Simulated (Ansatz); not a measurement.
Molecule: InI (charge 0, triplet). This is an excited triplet: at this geometry the singlet lies 2.95 eV lower at CCSD(T)/CBS(def2-TZVPPD,def2-QZVPPD). SMILES: [In][I]
Coordinates optimised at B3LYP-D3(BJ)/def2-TZVP (Ansatz, a first-principles code):
```xyz
2

In     0.0000     0.0000    -1.4550
I      0.0000     0.0000     1.3452
```
Charge 0, spin multiplicity 3.

Parts of the frozen-core correlation energy in def2-SVP (Ansatz, hartree). Frozen orbitals: 18; correlated occupied orbitals by spin: 6 and 4; virtual: 28 and 30. Open shells are spin-unrestricted. Spin-orbit coupling is left out. Past Kr the def2 sets carry scalar-relativistic core potentials.

| term | value |
|---|---|
| reference (HF) | -485.86379 |
| MP2 opposite-spin | -0.08444 |
| MP2 same-spin | -0.03206 |
| CCSD correlation | -0.13341 |
| (T) | -0.00338 |
| CCSDT minus CCSD(T) | -0.00063 |
| T1 diagnostic | 0.021 |
| largest doubles amplitude | 0.070 |
| <S^2> of the reference | 2.024 |
